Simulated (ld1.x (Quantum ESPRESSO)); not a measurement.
**Cutoff test, gallium (Ga), PAW**

```
Element                 : gallium (Ga)
Generator               : ld1.x (Quantum ESPRESSO) 7.5
Type                    : PAW
Functional              : revPBE
Relativity              : scalar-relativistic
Frozen core             : [Ar]
Valence charge          : 13
Reference configuration : 3d10 4s1 4p2
Partial waves           : 4s (bound): rcut 1.65, rcutus 2.00 bohr; 4s channel at -0.15 Ry: rcut 1.65, rcutus 2.00 bohr; 4p (bound): rcut 1.35, rcutus 1.80 bohr; 4p channel at 0.1 Ry: rcut 1.35, rcutus 1.80 bohr; 3d (bound): rcut 1.00, rcutus 1.20 bohr; 3d channel at 0.85 Ry: rcut 1.00, rcutus 1.20 bohr
Local potential         : all-electron potential smoothed inside 1.30 bohr (lloc = -1)
Core correction         : Bessel-smoothed model core, default radius (core density twice the valence density)
Augmentation charge     : PSQ, inside the norm-conserving radii
```

The pseudo-atom Hamiltonian at the reference potential is diagonalised in spherical Bessel functions j_l(qr) that vanish at 20 bohr, with q² up to the cutoff. All-electron valence levels (Ry): 4s -0.7325, 4p -0.2429, 3d -1.5428.

Q: How do the lowest levels (Ry) of each channel move with the cutoff, and are there ghosts?

A:

```
cutoff (Ry)     s #1     p #1     d #1    f #1    f #2  Σ f·Δε (mRy)
          8  -0.7321  -0.2420   0.0361  0.0980  0.2186       15791.8
         12  -0.7324  -0.2425   0.0249  0.0980  0.2186       15677.9
         21  -0.7325  -0.2429  -0.5808  0.0980  0.2186        9620.6
         30  -0.7325  -0.2429  -1.1004  0.0980  0.2186        4423.8
         40  -0.7325  -0.2429  -1.4121  0.0980  0.2186        1307.7
         50  -0.7325  -0.2429  -1.5065  0.0980  0.2186         363.1
         70  -0.7325  -0.2429  -1.5407  0.0980  0.2186          21.1
         90  -0.7325  -0.2429  -1.5417  0.0980  0.2186          11.0
        110  -0.7325  -0.2429  -1.5424  0.0980  0.2186           4.3
        160  -0.7325  -0.2429  -1.5427  0.0980  0.2186           0.9
        200  -0.7325  -0.2429  -1.5428  0.0980  0.2186           0.2
        400  -0.7325  -0.2429  -1.5428  0.0980  0.2186           0.0
```

Result: no extra level below or beside the all-electron valence levels (s, p, d, f tested); 10 mRy is reached at 100 Ry and 1 mRy at 160 Ry.
